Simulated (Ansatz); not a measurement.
Relaxation of Al4F2⁻ with UKS PBE-D4/def2-SVPD.

```sh
$ ansatz run in.yaml --threads 4 --pin off --events-out ev --progress --plain --max-ram 4787MiB
```

```yaml
crystal:
  periodic: [false, false, false]
  atoms:
    - {symbol: Al, position_ang: [0.277140, 1.243190, 0.424280]}
    - {symbol: Al, position_ang: [-2.255980, 0.373120, 0.456390]}
    - {symbol: Al, position_ang: [-0.222320, -1.301670, -0.041840]}
    - {symbol: Al, position_ang: [2.278050, -0.375340, -0.315770]}
    - {symbol: F, position_ang: [-3.993830, 0.699300, 0.403510]}
    - {symbol: F, position_ang: [3.916940, -0.638610, -0.926570]}
basis:
  gaussian: {orbitals: def2-SVPD}
total_charge: -1
magnetization: {spin_polarized: true, initial_magnetization: 1}
hamiltonian: {xc: pbe, dispersion: d4}
scf: {lower_state_search: "off"}
output: {orbitals: {seedname: orbitals}}
relax: {f_tol: 0.02, max_steps: 100}
```

Hardware: 4 threads of Arm Neoverse N1 on a shared host. Wall time 89 s.

Positions (Å) and forces (eV/Å) at steps 1, 2, 3, 4, 5, 6, 7, 8, 9, 10, 11, 12, 13, 14, 15, 16, 17, 18, 19, 22, 25 of 25:

```xyz
6
step=1 energy=-31793.8237 eV
Al    0.277    1.243    0.424    0.035    0.160    0.063
Al   -2.256    0.373    0.456   -0.022    0.013   -0.097
Al   -0.222   -1.302   -0.042   -0.020   -0.147    0.004
Al    2.278   -0.375   -0.316   -0.020   -0.013   -0.110
F    -3.994    0.699    0.404    0.378   -0.075    0.005
F     3.917   -0.639   -0.927   -0.352    0.062    0.134
6
step=2 energy=-31793.8817 eV
Al    0.296    1.284    0.475    0.017   -0.100    0.067
Al   -2.145    0.367    0.404   -0.361    0.055   -0.002
Al   -0.230   -1.353   -0.007    0.020    0.053    0.102
Al    2.149   -0.359   -0.359    0.335   -0.006   -0.198
F    -3.879    0.674    0.381    0.233   -0.029   -0.047
F     3.809   -0.613   -0.893   -0.245    0.028    0.077
6
step=3 energy=-31793.9684 eV
Al    0.316    1.246    0.651    0.057   -0.154    0.058
Al   -2.125    0.351    0.451   -0.578    0.093    0.100
Al   -0.200   -1.379    0.174    0.096    0.083    0.108
Al    2.091   -0.311   -0.498    0.165    0.024   -0.318
F    -3.843    0.699    0.186    0.470   -0.069   -0.090
F     3.762   -0.606   -0.964   -0.210    0.023    0.142
6
step=4 energy=-31794.0979 eV
Al    0.326    1.217    0.702    0.101   -0.059    0.051
Al   -2.133    0.330    0.587    0.051   -0.017    0.050
Al   -0.186   -1.374    0.232    0.107   -0.017    0.067
Al    2.018   -0.266   -0.679   -0.090    0.049   -0.196
F    -3.749    0.702    0.054    0.004    0.021   -0.099
F     3.724   -0.609   -0.897   -0.172    0.023    0.126
6
step=5 energy=-31794.1607 eV
Al    0.357    1.197    0.760    0.045   -0.039    0.036
Al   -2.099    0.317    0.605    0.121   -0.009   -0.049
Al   -0.153   -1.393    0.297    0.052   -0.015    0.050
Al    1.922   -0.221   -0.843    0.324   -0.068   -0.045
F    -3.680    0.705   -0.007   -0.020    0.014   -0.030
F     3.654   -0.605   -0.813   -0.522    0.116    0.039
6
step=6 energy=-31794.1993 eV
Al    0.392    1.175    0.855    0.051   -0.039    0.021
Al   -2.041    0.307    0.593    0.052    0.019   -0.155
Al   -0.125   -1.429    0.402    0.061   -0.013    0.040
Al    1.813   -0.199   -0.925    0.300   -0.061    0.064
F    -3.581    0.711   -0.107   -0.003   -0.002    0.048
F     3.542   -0.565   -0.817   -0.461    0.096   -0.018
6
step=7 energy=-31794.2696 eV
Al    0.450    1.138    1.032    0.036    0.088   -0.017
Al   -1.933    0.308    0.458    0.133    0.020   -0.268
Al   -0.065   -1.476    0.587    0.003   -0.098   -0.039
Al    1.653   -0.160   -0.970    0.119   -0.057    0.205
F    -3.483    0.712   -0.219    0.060   -0.031    0.142
F     3.379   -0.521   -0.888   -0.351    0.078   -0.022
6
step=8 energy=-31794.3641 eV
Al    0.485    1.140    1.118    0.049    0.178   -0.139
Al   -1.827    0.314    0.296    0.118    0.018   -0.240
Al   -0.037   -1.518    0.671   -0.013   -0.143   -0.182
Al    1.552   -0.146   -0.957   -0.076   -0.076    0.557
F    -3.444    0.703   -0.213    0.132   -0.045    0.140
F     3.272   -0.494   -0.914   -0.210    0.069   -0.135
6
step=9 energy=-31794.5549 eV
Al    0.513    1.180    1.156   -0.138    0.331   -0.082
Al   -1.715    0.320    0.134   -0.203    0.059   -0.130
Al   -0.028   -1.575    0.699   -0.253   -0.231   -0.160
Al    1.465   -0.157   -0.813    0.124   -0.094    0.470
F    -3.409    0.691   -0.187    0.575   -0.132    0.157
F     3.174   -0.459   -0.990   -0.105    0.067   -0.254
6
step=10 energy=-31794.7014 eV
Al    0.498    1.276    1.169   -0.265    0.399    0.137
Al   -1.618    0.315    0.052   -0.495    0.090    0.032
Al   -0.079   -1.659    0.687   -0.412   -0.313    0.037
Al    1.426   -0.183   -0.624    1.064   -0.143   -0.276
F    -3.341    0.676   -0.175    0.747   -0.155    0.084
F     3.114   -0.425   -1.108   -0.640    0.122   -0.014
6
step=11 energy=-31794.8689 eV
Al    0.434    1.450    1.099    0.090    0.174    0.055
Al   -1.572    0.298    0.097   -0.200    0.046   -0.095
Al   -0.201   -1.767    0.570    0.007   -0.210   -0.001
Al    1.496   -0.218   -0.490    0.282   -0.044    0.020
F    -3.257    0.652   -0.126    0.023   -0.002    0.015
F     3.100   -0.415   -1.150   -0.203    0.036    0.006
6
step=12 energy=-31794.8903 eV
Al    0.435    1.563    1.041   -0.035    0.013   -0.025
Al   -1.574    0.293    0.103    0.092   -0.043    0.097
Al   -0.233   -1.852    0.484   -0.047    0.013   -0.025
Al    1.559   -0.250   -0.354   -0.041    0.033   -0.099
F    -3.263    0.651   -0.089    0.011    0.000   -0.014
F     3.075   -0.404   -1.185    0.021   -0.017    0.067
6
step=13 energy=-31794.8821 eV rejected
Al    0.443    1.618    1.028   -0.008   -0.054   -0.062
Al   -1.515    0.283    0.096   -0.143   -0.001    0.131
Al   -0.245   -1.898    0.452    0.008    0.070   -0.040
Al    1.482   -0.227   -0.395    0.045   -0.020    0.109
F    -3.209    0.636   -0.063   -0.035    0.016   -0.046
F     3.044   -0.411   -1.118    0.133   -0.012   -0.091
6
step=14 energy=-31794.8979 eV
Al    0.435    1.593    1.009   -0.013   -0.003   -0.034
Al   -1.571    0.288    0.124    0.027   -0.018    0.058
Al   -0.243   -1.869    0.444   -0.013    0.019   -0.031
Al    1.549   -0.245   -0.365   -0.012    0.012   -0.034
F    -3.260    0.647   -0.065    0.008   -0.001   -0.002
F     3.091   -0.415   -1.147    0.003   -0.009    0.042
6
step=15 energy=-31794.9056 eV
Al    0.430    1.653    0.934    0.005   -0.048   -0.064
Al   -1.580    0.282    0.152   -0.001    0.002    0.032
Al   -0.264   -1.896    0.352    0.036    0.058   -0.048
Al    1.552   -0.241   -0.374    0.044   -0.020    0.029
F    -3.275    0.640    0.007   -0.005   -0.001    0.008
F     3.137   -0.439   -1.070   -0.079    0.009    0.043
6
step=16 energy=-31794.9102 eV
Al    0.421    1.707    0.845    0.006   -0.104   -0.097
Al   -1.599    0.282    0.166    0.004    0.008    0.039
Al   -0.288   -1.913    0.252    0.070    0.115   -0.064
Al    1.572   -0.242   -0.376    0.114   -0.044    0.041
F    -3.302    0.630    0.102    0.015   -0.005    0.008
F     3.196   -0.465   -0.989   -0.209    0.031    0.073
6
step=17 energy=-31794.9137 eV
Al    0.417    1.721    0.804   -0.001   -0.099   -0.093
Al   -1.611    0.285    0.166    0.003    0.005    0.051
Al   -0.294   -1.911    0.208    0.061    0.113   -0.061
Al    1.585   -0.246   -0.373    0.137   -0.044    0.021
F    -3.318    0.626    0.148    0.040   -0.009    0.000
F     3.222   -0.475   -0.953   -0.239    0.035    0.082
6
step=18 energy=-31794.9217 eV
Al    0.410    1.774    0.664   -0.036   -0.101   -0.072
Al   -1.642    0.286    0.213   -0.035    0.012    0.009
Al   -0.313   -1.912    0.060    0.020    0.121   -0.037
Al    1.617   -0.258   -0.352    0.231   -0.049   -0.013
F    -3.358    0.613    0.263    0.171   -0.035    0.012
F     3.286   -0.503   -0.847   -0.351    0.052    0.100
6
step=19 energy=-31794.9266 eV
Al    0.402    1.844    0.529   -0.070   -0.187   -0.077
Al   -1.638    0.288    0.194    0.068   -0.030    0.111
Al   -0.336   -1.929   -0.090    0.011    0.212   -0.012
Al    1.626   -0.267   -0.309   -0.163    0.028    0.019
F    -3.345    0.587    0.406    0.096   -0.010   -0.051
F     3.291   -0.523   -0.731    0.058   -0.013    0.009
6
step=22 energy=-31794.9407 eV
Al    0.373    1.842    0.380    0.005    0.020    0.000
Al   -1.642    0.279    0.256   -0.010   -0.003    0.018
Al   -0.353   -1.871   -0.229   -0.006   -0.019   -0.006
Al    1.638   -0.274   -0.284    0.040   -0.003   -0.022
F    -3.341    0.571    0.501    0.021   -0.003   -0.009
F     3.325   -0.548   -0.624   -0.050    0.007    0.019
6
step=25 energy=-31794.9414 eV
Al    0.365    1.866    0.310    0.000   -0.003   -0.001
Al   -1.633    0.274    0.273   -0.002    0.001    0.001
Al   -0.365   -1.867   -0.302    0.002    0.003    0.000
Al    1.633   -0.274   -0.275    0.003   -0.001    0.000
F    -3.326    0.559    0.556    0.002    0.000    0.000
F     3.326   -0.558   -0.561   -0.005    0.001    0.001
```

Another isomer (doublet) lies 0.23 eV lower at PBE0-D4/def2-TZVPD; other spin states weren't run for this one.
